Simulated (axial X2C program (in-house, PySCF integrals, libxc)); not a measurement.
NiO⁺: nuclear properties from DFT to coupled cluster

Calculated with an in-house all-electron X2C program for linear molecules (integrals from PySCF): two-component X2C with atomic mean-field Coulomb and Gaunt terms, Gaussian nuclei, basis Ni dyall-acv3z, O dyall-av3z with contracted cores.

R = 1.622 Å (near the PBE0 minimum at charge 1 of the determinant lowest at the starting distance; the state shown can have its own minimum elsewhere); state Ω = 3/2 (⟨Sz⟩ = 1.50, ⟨Lz⟩ = 0.00 at PBE0).

| level | Eeff magnitude (GV/cm) | Ws magnitude Ni (kHz) | A∥/gI Ni (MHz) |
| --- | --- | --- | --- |
| PBE0 | 1.11 | 0.219 | 491 |
| HF | 0.603 | 0.102 | 188 |
| B3LYP | 1.15 | 0.23 | 544 |

Eeff is the effective electric field on the electron electric dipole moment in this Ω state and Ws the scalar–pseudoscalar constant of the nucleus named (defined with the proton number Z and per Ω); A∥ (defined per Ω) follows by multiplying with gI = μI/(I μN). The operators were transformed with the bare-nucleus X2C matrices; with these basis sets, hyperfine constants and field gradients can be off by tens of per cent, and where levels differ in sign neither size nor sign is settled.

Finite-field MP2, CCSD and CCSD(T), with 23 electrons correlated in 130 natural virtual spinors (MP2 remainder added):

```json
{"level": "MP2", "Eeff magnitude (GV/cm)": "0.973", "Ws magnitude Ni (kHz)": "0.178", "A∥/gI Ni (MHz)": "329"}
{"level": "CCSD", "Eeff magnitude (GV/cm)": "1.1", "Ws magnitude Ni (kHz)": "0.217", "A∥/gI Ni (MHz)": "404"}
{"level": "CCSD(T)", "Eeff magnitude (GV/cm)": "1.21", "Ws magnitude Ni (kHz)": "0.243", "A∥/gI Ni (MHz)": "447"}
```

T1 = 0.056 (Lee–Taylor), a sign of multireference character. One unrestricted determinant, the lowest of a limited PBE0 search, is the reference; the functionals treat spin collinearly. With several open shells it need not be a pure state. Eeff spreads by more than a factor of two over the levels. Correlation of the inner shells is missing, which matters for properties at the nucleus. Number of frozen shells: Ni 2 s, 1 p; O 1 s.

(1) By how much does correlation change each value, CCSD(T) against HF?

Answers

(1) Eeff magnitude 101 %; Ws magnitude Ni 138 %; A∥/gI Ni 138 %.
